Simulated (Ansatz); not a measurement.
## Worked example: CHBrF → CF + HBr

Species: CHBrF `F[CH]Br`, doublet; CF, doublet; HBr, singlet. 

Shapes, held fixed at every level: PBE0-D4/def2-TZVP. Programs: Ansatz 0.2.0. The zero-point and thermal change to 298 K, harmonic and unscaled (PBE0-D4/def2-TZVP), is -14.7 kJ/mol.

At CCSD(T)/def2-TZVPP; 1 Eh = 2625.50 kJ/mol:

```
species   energy (Eh)
  CHBrF  -2711.003960
     CF   -137.609359
    HBr  -2573.308574
```

Question: Work out ΔH(298 K) of the reaction at this level.

Answer: 
1. Products less reactants: (-137.609359) + (-2573.308574) − [(-2711.003960)] = 0.086027 Eh = +225.9 kJ/mol.
2. With the thermal change: +225.9 + (-14.7) = +211.2 kJ/mol.

Other levels give +219.9 (MP2/def2-SVP) to +297.6 kJ/mol (SPW92/def2-TZVPP). No measured value is set beside it here. Open shells run unrestricted. Relativity is left out for Br. Outer-core shells of Br are correlated in most correlated rows, in sets that cover them unevenly. CCSD(T)/def2-TZVPP lies outside the range of all other levels here, so it shouldn't be taken on trust. The median of the other levels is +224.9 kJ/mol.
